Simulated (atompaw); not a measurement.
# u(r) = r·R(r): atom against pseudo-atom (Os (Z = 76))

Columns: radius, all-electron u(r) and pseudo u(r) of the 5p shell (level -50.84 eV) of osmium in the configuration [Kr] 4d10 4f14 5s2 5p6 5d6 6s2 6p0; PBE, scalar-relativistic, PAW (atompaw) scheme, atompaw 4.2.0.5.

```json
{"r (bohr)": "0.081", "all-electron": "0.0469", "pseudo": "0.0160"}
{"r (bohr)": "0.162", "all-electron": "0.3487", "pseudo": "0.0631"}
{"r (bohr)": "0.242", "all-electron": "-0.1422", "pseudo": "0.1369"}
{"r (bohr)": "0.323", "all-electron": "-0.5264", "pseudo": "0.2344"}
{"r (bohr)": "0.404", "all-electron": "-0.5286", "pseudo": "0.3485"}
{"r (bohr)": "0.485", "all-electron": "-0.2708", "pseudo": "0.4717"}
{"r (bohr)": "0.565", "all-electron": "0.0767", "pseudo": "0.5948"}
{"r (bohr)": "0.646", "all-electron": "0.4158", "pseudo": "0.7134"}
{"r (bohr)": "0.727", "all-electron": "0.6913", "pseudo": "0.8189"}
{"r (bohr)": "0.808", "all-electron": "0.8885", "pseudo": "0.9057"}
{"r (bohr)": "0.888", "all-electron": "1.0100", "pseudo": "0.9690"}
{"r (bohr)": "0.969", "all-electron": "1.0704", "pseudo": "1.0080"}
{"r (bohr)": "1.050", "all-electron": "1.0816", "pseudo": "1.0212"}
{"r (bohr)": "1.131", "all-electron": "1.0568", "pseudo": "1.0100"}
{"r (bohr)": "1.212", "all-electron": "1.0073", "pseudo": "0.9770"}
{"r (bohr)": "1.292", "all-electron": "0.9432", "pseudo": "0.9271"}
{"r (bohr)": "1.373", "all-electron": "0.8697", "pseudo": "0.8635"}
{"r (bohr)": "1.454", "all-electron": "0.7929", "pseudo": "0.7919"}
{"r (bohr)": "1.535", "all-electron": "0.7162", "pseudo": "0.7170"}
{"r (bohr)": "1.615", "all-electron": "0.6429", "pseudo": "0.6437"}
{"r (bohr)": "1.696", "all-electron": "0.5729", "pseudo": "0.5731"}
{"r (bohr)": "1.777", "all-electron": "0.5079", "pseudo": "0.5079"}
{"r (bohr)": "1.858", "all-electron": "0.4485", "pseudo": "0.4485"}
{"r (bohr)": "1.938", "all-electron": "0.3951", "pseudo": "0.3951"}
{"r (bohr)": "2.019", "all-electron": "0.3466", "pseudo": "0.3466"}
{"r (bohr)": "2.100", "all-electron": "0.3033", "pseudo": "0.3033"}
```

**Question.** How many radial nodes do the two functions have?

**Answer.** The all-electron 5p function has n − l − 1 = 3 (the table is too coarse to show those close to the nucleus); the pseudo-wave has 0, since the states of the same l below it are removed with the core.

**Question.** At about which radius was the pseudo-wave matched?

**Answer.** 1.80 bohr. The columns agree to 0.0005 from 1.70 bohr on; several derivatives are matched, so the curves merge somewhat inside the radius.

**Question.** Where does each function peak?

**Answer.** Outermost all-electron maximum near 1.05 bohr, pseudo maximum near 1.05 bohr (to the table’s step).

**Question.** Is the pseudo-wave norm-conserving?

**Answer.** No, it belongs to a PAW set: the norm inside the radius is not constrained, and the difference is carried by the augmentation charge.
